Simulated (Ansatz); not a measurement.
Species: CsBr (charge -1, doublet). SMILES of the parent species: [Br][Cs]

Atoms: Cs1, Br2. Bonds: Cs1-Br2.

Bond lengths (Å) and angles (degrees) optimised at HF/3-21G with Ansatz (a first-principles code); PBE/LANL2DZ with Ansatz; B3LYP/LANL2DZ with Ansatz; MP2/LANL2DZ with Ansatz, each started from the B3LYP-D3(BJ)/def2-TZVP structure (Ansatz) of the last column. A row stands for all coordinates that are equal there.

| coordinate | HF/3-21G | PBE/LANL2DZ | B3LYP/LANL2DZ | MP2/LANL2DZ | B3LYP-D3(BJ)/def2-TZVP |
|---|---|---|---|---|---|
| Cs1-Br2 | 3.526 | 3.549 | 3.569 | 3.596 | 3.325 |

Mean signed difference of all 1 bond lengths from B3LYP-D3(BJ)/def2-TZVP: HF/3-21G 0.201 Å, PBE/LANL2DZ 0.224 Å, B3LYP/LANL2DZ 0.244 Å, MP2/LANL2DZ 0.271 Å.
